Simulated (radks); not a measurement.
The numbers below are computed, except where a source is named.
Removal energies from the rhenium ion Re6+, [Xe] 4f14 5d(3/2: 1, 5/2: 0), by Delta-SCF beside the eigenvalue of the level emptied. Code: a radial shooting solver on a logarithmic mesh with Libxc functionals. Model: Dirac Kohn-Sham, relativistic LDA (MacDonald-Vosko exchange, VWN5 correlation), spin-unpolarised, spherical densities, finite nucleus; Fermi nuclear charge, rms radius of each element as measured or else 0.836 A^(1/3) + 0.57 fm. Sub-shells are occupied by j as written (lower j first in brackets).

removed from,final configuration,Delta-SCF (eV),-eigenvalue (eV)
5d3/2,[Xe] 4f14,82.891,75.242
5p3/2,"[Kr] 4d10 4f14 5s2 5p(1/2: 2, 3/2: 3) 5d(3/2: 1, 5/2: 0)",127.49,118.38
4f7/2,"[Xe] 4f(5/2: 6, 7/2: 7) 5d(3/2: 1, 5/2: 0)",133.88,119.47
4f5/2,"[Xe] 4f(5/2: 5, 7/2: 8) 5d(3/2: 1, 5/2: 0)",136.52,122.00
